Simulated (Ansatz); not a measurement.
Consider the isomerisation: `C/C=C\C[SiH3]` → `C[SiH]1CCC1`.

Calculated with Ansatz (gas phase, PBE0-D4/def2-TZVP geometries, no zero-point term in ΔE). CBS: MP2 limit from def2 TZ/QZ plus the TZ coupled-cluster correction, frozen cores. Functionals use def2-TZVPP. B3LYP here is the variant with VWN-RPA as its local correlation; programs differ in this. Each species was taken in one conformer, which may not be the lowest.

`C/C=C\C[SiH3]`:

Z-matrix (Å, degrees):
```
C
C 1 1.490
H 1 1.095 2 110.9
H 1 1.095 2 110.7 3 118.1
H 1 1.090 2 112.8 3 -121.3
C 2 1.332 1 127.0 3 123.1
H 2 1.087 1 115.7 3 -56.9
C 6 1.492 2 127.1 1 1.4
H 6 1.087 2 117.5 1 178.9
Si 8 1.885 6 110.4 2 95.7
H 8 1.094 6 110.6 2 -144.6
H 8 1.093 6 112.3 2 -25.1
H 10 1.488 8 110.0 6 55.3
H 10 1.490 8 111.0 6 175.5
H 10 1.487 8 109.7 6 -64.2
```

`C[SiH]1CCC1`:

```xyz
15

C     1.604   -1.453    0.727
Si   -0.011   -0.750    0.103
C    -0.063    0.446   -1.353
C    -1.138    1.221   -0.543
C    -0.794    0.768    0.902
H     2.003   -2.189    0.024
H     2.351   -0.666    0.857
H     1.463   -1.952    1.689
H    -1.002   -1.856   -0.059
H     0.863    1.024   -1.420
H    -0.348    0.131   -2.356
H    -2.133    0.859   -0.814
H    -1.134    2.304   -0.697
H    -0.031    1.418    1.341
H    -1.629    0.695    1.597
```

Question: Is it downhill or uphill in electronic energy at CCSD(T)/CBS, and by how much? (Estimate.)

Answer: The calculation gave: Downhill: ΔE = -13.7 kcal/mol.

Question: What do these levels give: r2SCAN-D4, PBE0-D4, B3LYP-D4, ωB97X-V, r2SCAN, B3LYP, MP2/def2-TZVPP, CCSD/def2-TZVPP, CCSD(T)/def2-TZVPP, MP2/def2-QZVPP, SCS-MP2/def2-QZVPP, HF/CBS(def2)? (Best estimate.)

Answer: Computed: r2SCAN-D4 -14.8, PBE0-D4 -16.5, B3LYP-D4 -10.3, ωB97X-V -15.7, r2SCAN -14.8, B3LYP -10.2, MP2/def2-TZVPP -15.7, CCSD/def2-TZVPP -13.2, CCSD(T)/def2-TZVPP -13.2, MP2/def2-QZVPP -15.9, SCS-MP2/def2-QZVPP -13.5, HF/CBS(def2) -7.8 kcal/mol.

Largest T1 diagnostic among the species: 0.010.

From PBE to PBE0 (25 % exact exchange), in def2-TZVPP and without D4, ΔE moves by −1.9 kcal/mol. In def2-TZVPP, CCSD(T) changes the Hartree–Fock value by −5.4 kcal/mol (the triples alone add +0.0 kcal/mol) and MP2 by −7.8 kcal/mol.
